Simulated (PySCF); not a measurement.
## Ti: electron affinity

Ti⁻ [Ar] 3d3 4s2 (4F) → Ti [Ar] 3d2 4s2 (3F), as a difference of total energies. All numbers are calculated (PySCF 2.14, no relativity, point nucleus, in aug-cc-pVTZ (8s7p5d3f2g, 93 functions)). Correlated levels: valence: [Ar] frozen. The calculations carry no spin-orbit coupling.

```json
{"method": "UHF", "electron affinity (eV)": "-0.803"}
{"method": "MP2 (valence)", "electron affinity (eV)": "-0.611"}
{"method": "SCS-MP2 (valence)", "electron affinity (eV)": "-1.071"}
{"method": "CCSD (valence)", "electron affinity (eV)": "-0.286"}
{"method": "CCSD(T) (valence)", "electron affinity (eV)": "-0.178"}
```

These non-relativistic numbers lack the scalar-relativistic shift.

The reference lies between the lowest fine-structure levels, while these numbers refer to the centres of the terms.

Errors of the correlated levels include the incompleteness of this basis and the frozen core.

A negative affinity means that the anion lies above the atom at that level of theory.

The coupled-cluster amplitudes are large for Ti⁻ (T1 above 0.03 or a double amplitude above 0.15), so a single reference is strained.

For comparison: 0.076 eV (measured; photodetachment measurements, as compiled on the Wikipedia data page of electron affinities).
